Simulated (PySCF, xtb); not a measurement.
Cl3In, SMILES [Cl][In-]([Cl])[Cl], charge -1, multiplicity 2.

Harmonic wavenumbers (cm⁻¹) from GFN2-xTB run with xtb at its own minimum, in rising order: 66, 66, 67, 212, 212, 214.

Problem. What does PBE0-D3(BJ)/def2-SVPD (PySCF) give at its own minimum? (An estimate is asked for; the answer gives what the named calculation found.)

Solution. 75, 75, 93, 267, 278, 278. Paired by order, the mean absolute difference is 38 cm⁻¹ and the zero-point energies are 1.2 and 1.5 kcal/mol.
